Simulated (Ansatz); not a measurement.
`NB([SiH3])CF` + `C[BH][SbH2]` → `N[B]([SiH3])[SbH2]` + `CBCF`  (redistribution)

Isolated molecules relaxed with PBE0-D4/def2-TZVP in Ansatz; ΔE leaves out vibrations. CBS: MP2 limit from def2 TZ/QZ plus the TZ coupled-cluster correction, frozen cores. Functionals use def2-TZVPP. B3LYP here is the variant with VWN-RPA as its local correlation; programs differ in this. Elements past krypton have def2 core potentials. For Sb outer-core shells are correlated without core-valence functions, which leaves a few kJ/mol of doubt a bond. One conformer a species, not always the lowest.

| level | ΔE (kcal/mol) | difference from CCSD(T)/CBS |
| --- | --- | --- |
| PBE-D4 | 0.4 | -0.2 |
| r2SCAN-D4 | 0.9 | 0.3 |
| PBE0-D4 | 0.5 | -0.1 |
| B3LYP-D4 | 0.4 | -0.2 |
| ωB97X-V | 0.8 | 0.2 |
| ωB97M-V | 0.6 | 0.0 |
| B2PLYP | 0.8 | 0.2 |
| PBE | 0.7 | 0.1 |
| r2SCAN | 0.9 | 0.3 |
| PBE0 | 0.7 | 0.1 |
| B3LYP | 0.8 | 0.2 |
| HF/def2-TZVPP | 1.1 | 0.5 |
| MP2/def2-TZVPP | 0.5 | -0.1 |
| SCS-MP2/def2-TZVPP | 0.6 | 0.0 |
| CCSD/def2-TZVPP | 1.0 | 0.4 |
| CCSD(T)/def2-TZVPP | 0.9 | 0.3 |
| HF/def2-QZVPP | 1.0 | 0.4 |
| MP2/def2-QZVPP | 0.2 | -0.4 |
| SCS-MP2/def2-QZVPP | 0.4 | -0.2 |
| HF/CBS(def2) | 1.0 | 0.4 |
| MP2/CBS(def2) | 0.1 | -0.5 |
| CCSD/CBS(def2) | 0.6 | 0.0 |
| CCSD(T)/CBS | 0.6 | 0 |

Largest T1 diagnostic among the species: 0.014.
